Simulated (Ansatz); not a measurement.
Consider the isomerisation: `C=N[SiH2]CF` → `C/C(F)=N/[SiH3]`.

Calculated with Ansatz (gas phase, PBE0-D4/def2-TZVP geometries, no zero-point term in ΔE). CCSD(T)/CBS adds triple-zeta CCSD(T) − MP2 to the extrapolated MP2 energy (def2 sets, frozen cores). DFT in def2-TZVPP. B3LYP here is the variant with VWN-RPA as its local correlation; programs differ in this. HSE06 is defined as in plane-wave codes. One conformer a species, not always the lowest.

`C=N[SiH2]CF`:

Cartesian coordinates in Å:
```
C 1.926 0.469 -0.929
N 0.900 0.911 -0.353
Si -0.026 0.009 0.811
C -1.750 -0.277 0.096
F -1.682 -1.139 -0.995
H 2.450 1.081 -1.673
H 2.363 -0.525 -0.740
H -0.166 0.835 2.038
H 0.599 -1.307 1.142
H -2.419 -0.720 0.842
H -2.196 0.665 -0.240
```

`C/C(F)=N/[SiH3]`:

Cartesian coordinates in Å:
```
C -0.036 -1.531 -1.334
C -0.289 -0.434 -0.367
F -1.631 -0.284 -0.179
N 0.544 0.272 0.214
Si 0.352 1.567 1.351
H -0.526 -1.306 -2.284
H -0.470 -2.461 -0.959
H 1.033 -1.654 -1.485
H -1.056 1.895 1.701
H 0.998 2.764 0.758
H 1.081 1.174 2.583
```

```
             level  ΔE (kJ/mol)  difference from CCSD(T)/CBS
       LDA (SPW92)       -106.9                        -25.4
            PBE-D4        -90.6                         -9.1
         revPBE-D4        -88.0                         -6.5
           BLYP-D4        -83.2                         -1.7
         r2SCAN-D4        -97.1                        -15.6
            B97M-V        -94.9                        -13.4
           PBE0-D4        -91.1                         -9.6
          B3LYP-D4        -84.8                         -3.3
        r2SCAN0-D4        -95.8                        -14.3
          HSE06-D4        -91.0                         -9.5
          BHLYP-D4        -85.4                         -3.9
      CAM-B3LYP-D4        -88.9                         -7.4
           ωB97X-V        -88.4                         -6.9
           ωB97M-V        -86.6                         -5.1
            B2PLYP        -87.0                         -5.5
          PBE-QIDH        -92.7                        -11.2
               PBE        -91.1                         -9.6
            revPBE        -86.7                         -5.2
            r2SCAN        -97.2                        -15.7
              PBE0        -91.6                        -10.1
             B3LYP        -85.7                         -4.2
           r2SCANh        -96.7                        -15.2
           r2SCAN0        -96.0                        -14.5
             HSE06        -91.5                        -10.0
             BHLYP        -86.6                         -5.1
RPA@PBE/def2-TZVPP        -78.8                          2.7
      MP2/def2-SVP       -107.0                        -25.5
     CCSD/def2-SVP        -97.4                        -15.9
  CCSD(T)/def2-SVP        -99.6                        -18.1
     HF/def2-TZVPP        -84.3                         -2.8
    MP2/def2-TZVPP        -90.4                         -8.9
SCS-MP2/def2-TZVPP        -85.2                         -3.7
   CCSD/def2-TZVPP        -82.7                         -1.2
CCSD(T)/def2-TZVPP        -84.4                         -2.9
     HF/def2-QZVPP        -83.8                         -2.3
    MP2/def2-QZVPP        -88.6                         -7.1
SCS-MP2/def2-QZVPP        -83.3                         -1.8
      HF/CBS(def2)        -83.7                         -2.2
     MP2/CBS(def2)        -87.5                         -6.0
    CCSD/CBS(def2)        -79.8                          1.7
       CCSD(T)/CBS        -81.5                            0
```

Largest T1 diagnostic among the species: 0.013.

Leaving LDA and LC-ωPBE aside and taking each functional with its dispersion term where it has one, the values spread over 13.9 kJ/mol, from r2SCAN-D4 to BLYP-D4. LDA lies −15.7 kJ/mol from PBE without D4. At CCSD(T), def2-SVP lies −18.2 kJ/mol from the extrapolated value and def2-TZVPP −2.9 kJ/mol.

CCSD(T)/CBS has its own doubt, a few kJ/mol and more with outer-core shells, so smaller differences from it don't rank the levels.
